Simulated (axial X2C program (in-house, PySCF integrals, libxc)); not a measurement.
Ω levels of BrGdBr from open-shell CI on f8 s0

Calculated with an axial X2C code built on PySCF integrals: two-component X2C with atomic mean-field Coulomb and Gaunt terms, basis Br dyall-v3z, Gd dyall-v3z (cores contracted in-house). Orbitals come from Hartree–Fock averaged over the configuration Gd f8 s0; CI then distributes these electrons over the f, s shells of Gd.

Br–Gd–Br held linear, both bonds 2.829 Å (near the minimum of the configuration average).

Lowest levels of this model:

```json
{"Ω": "6", "energy (cm⁻¹)": "0", "g∥": "17.96", "configuration": "100% f8"}
{"Ω": "5", "energy (cm⁻¹)": "339", "g∥": "14.42", "configuration": "100% f8"}
{"Ω": "4", "energy (cm⁻¹)": "678", "g∥": "10.96", "configuration": "100% f8"}
{"Ω": "3", "energy (cm⁻¹)": "1014", "g∥": "7.65", "configuration": "100% f8"}
{"Ω": "2", "energy (cm⁻¹)": "1331", "g∥": "4.59", "configuration": "100% f8"}
{"Ω": "1", "energy (cm⁻¹)": "1587", "g∥": "2.00", "configuration": "100% f8"}
{"Ω": "0", "energy (cm⁻¹)": "1695", "g∥": "0.00", "configuration": "100% f8"}
{"Ω": "5", "energy (cm⁻¹)": "2099", "g∥": "15.52", "configuration": "100% f8"}
{"Ω": "4", "energy (cm⁻¹)": "2233", "g∥": "11.76", "configuration": "100% f8"}
{"Ω": "3", "energy (cm⁻¹)": "2376", "g∥": "8.05", "configuration": "100% f8"}
{"Ω": "2", "energy (cm⁻¹)": "2519", "g∥": "4.55", "configuration": "100% f8"}
{"Ω": "1", "energy (cm⁻¹)": "2643", "g∥": "1.65", "configuration": "100% f8"}
{"Ω": "0", "energy (cm⁻¹)": "2700", "g∥": "0.00", "configuration": "100% f8"}
{"Ω": "0", "energy (cm⁻¹)": "3317", "g∥": "0.00", "configuration": "100% f8"}
{"Ω": "1", "energy (cm⁻¹)": "3379", "g∥": "2.49", "configuration": "100% f8"}
{"Ω": "2", "energy (cm⁻¹)": "3498", "g∥": "5.98", "configuration": "100% f8"}
{"Ω": "3", "energy (cm⁻¹)": "3602", "g∥": "9.47", "configuration": "100% f8"}
{"Ω": "4", "energy (cm⁻¹)": "3651", "g∥": "13.22", "configuration": "100% f8"}
{"Ω": "0", "energy (cm⁻¹)": "3761", "g∥": "0.00", "configuration": "100% f8"}
{"Ω": "1", "energy (cm⁻¹)": "4080", "g∥": "3.65", "configuration": "100% f8"}
{"Ω": "0", "energy (cm⁻¹)": "4243", "g∥": "0.00", "configuration": "100% f8"}
{"Ω": "2", "energy (cm⁻¹)": "4412", "g∥": "7.12", "configuration": "100% f8"}
{"Ω": "3", "energy (cm⁻¹)": "4765", "g∥": "10.77", "configuration": "100% f8"}
{"Ω": "0", "energy (cm⁻¹)": "4887", "g∥": "0.00", "configuration": "100% f8"}
{"Ω": "0", "energy (cm⁻¹)": "5767", "g∥": "0.00", "configuration": "100% f8"}
```

g∥ is the magnitude of 2⟨Lz + ge Sz⟩ for the +Ω component.

Q: From Ω and g∥ of the lowest level, whose 2⟨Lz + ge Sz⟩ is positive, find ⟨Sz⟩ and ⟨Lz⟩ (ge = 2.0023).

A: Ω = ⟨Lz⟩ + ⟨Sz⟩ = 6 and ⟨Lz⟩ + ge⟨Sz⟩ = 8.980, so ⟨Sz⟩ = 2.97 and ⟨Lz⟩ = 3.03.

Occupations of the active spinors in the lowest level by ω, shell by shell in order of energy: -7/2: 0.00; -5/2: 0.93 0.07; -3/2: 0.82 0.18; -1/2: 0.68 0.32 0.00; 1/2: 0.47 0.53 0.00; 3/2: 0.30 0.70; 5/2: 1.00 1.00; 7/2: 1.00. The leading determinant has weight 0.19 among 450.

This point took 4.2 s on 1 thread of AMD EPYC 9B45 (Zen 5), on a shared host.

There is no dynamic correlation: spin–orbit spacings and, for f shells, spacings inside one term are the most reliable numbers, splittings between terms come out too wide, and energies between configurations are not reliable, so the lowest level need not be the ground state of the molecule. At most 4 roots were kept for each Ω > 0 (twice that for Ω = 0) within 2.2 eV of the lowest, so higher up levels can be missing between those listed; levels with Ω > 0 are doubly degenerate and listed once, Ω = 0 levels singly. States that fill the shells left empty in the average are placed too high. The molecule was held linear; bending was not examined.
